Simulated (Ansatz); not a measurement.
`C[S][AlH][F]` + CH₃NH₂ → `C[NH][AlH][F]` + CH₃SH at 500 K and 1 bar (ligand exchange at the Al–S bond).

Program: Ansatz. Geometries: PBE0-D4/def2-TZVP. ΔE: electronic, gas phase. CCSD(T)/CBS adds triple-zeta CCSD(T) − MP2 to the extrapolated MP2 energy (def2 sets, frozen cores). This one scheme is used for every species. Each species was taken in one conformer, which may not be the lowest.

| species | CCSD(T)/CBS energy (Eh) | H − E (kJ/mol) | S (J/(mol·K)) |
| --- | --- | --- | --- |
| `C[S][AlH][F]` | -780.15488 | 167.9 | 386.3 |
| CH₃NH₂ | -95.75281 | 191.8 | 270.3 |
| `C[NH][AlH][F]` | -437.67416 | 206.9 | 370.2 |
| CH₃SH | -438.22835 | 145.1 | 283.7 |

H − E and S are ideal-gas, rigid-rotor, harmonic terms from PBE0-D4/def2-TZVP, for one conformer and one mirror image of each species. 1 Eh = 2625.50 kJ/mol, R = 8.31446 J/(mol·K).

**Question.** By hand: ΔE, ΔH, ΔS and ΔG.

**Answer.** ΔE = (-437.67416) + (-438.22835) − (-780.15488) − (-95.75281) = 0.00518 Eh = 13.6 kJ/mol. Δ(H − E) = 206.9 + 145.1 − 167.9 − 191.8 = -7.7, so ΔH = 5.9 kJ/mol. ΔS = 370.2 + 283.7 − 386.3 − 270.3 = -2.7 J/(mol·K). ΔG = 5.9 − 500 × (-2.7)/1000 = 7.2 kJ/mol.

**Question.** By hand: the equilibrium constant, and the temperature at which ΔG would vanish if ΔH and ΔS stayed fixed.

**Answer.** log₁₀ K = −ΔG/(RT ln 10) = -0.8. ΔH and −TΔS have one sign here, so there is no such temperature. One of them is within its doubt of zero, so this could turn.

The number of gas molecules stays the same, so ΔS is small and ΔH decides. A doubt of 5 kJ/mol in ΔE shifts log₁₀ K by 0.5 here. Other conformers and mirror images would add mixing entropy, several J/(mol·K) or more a flexible species. These are equilibria of isolated gas molecules and say nothing of rates. Largest T1 diagnostic: 0.012 (customary marks: 0.02 for closed shells, 0.045 for open ones).
